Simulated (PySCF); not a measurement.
# C₆ coefficients of unlike pairs at UHF

Calculated with PySCF 2.14 from the dipole response of each species, C₆(A,B) = (3/π) ∫ α_A(iu) α_B(iu) du, in atomic units, from isotropic polarisabilities. For ions this is the dispersion term alone; charge-induced terms of lower order in 1/R come first.

| species | configuration | basis | relativity | α (bohr³) | C₆ (like pair) |
| --- | --- | --- | --- | --- | --- |
| Mn⁺ | [Ar] 3d5 4s1 (7S) | aug-cc-pVDZ (7s6p4d2f) | none | 40.32 | 223.1 |
| Ga²⁺ | [Ar] 3d10 4s1 (2S) | aug-cc-pwCVTZ-PP with ECP10MDF (8s7p6d4f1g) | core potential | 12.12 | 38.03 |
| N⁺ | [He] 2s2 2p2 (3P) | aug-cc-pVTZ-DK (5s4p3d2f) | spin-free X2C | 3.928 | 8.261 |
| Tl | [Xe] 4f14 5d10 6s2 6p1 (2P) | aug-cc-pVTZ-PP with one added diffuse shell each of d, f type with ECP60MDF (6s5p5d3f) | core potential | 77.33 | 834.0 |

Q: Estimate C₆ for N⁺ with Ga²⁺.

A: The integral gives 16.92. The combination rule 2 C_A C_B / (C_A α_B/α_A + C_B α_A/α_B) gives 16.62 and the geometric mean 17.73.

No spin-orbit coupling is included.

The other pairs:

```json
{"pair": "Ga²⁺, Mn⁺", "C₆": "88.60"}
{"pair": "Tl, Mn⁺", "C₆": "430.5"}
{"pair": "Tl, Ga²⁺", "C₆": "173.0"}
{"pair": "Tl, N⁺", "C₆": "72.61"}
{"pair": "N⁺, Mn⁺", "C₆": "36.58"}
```
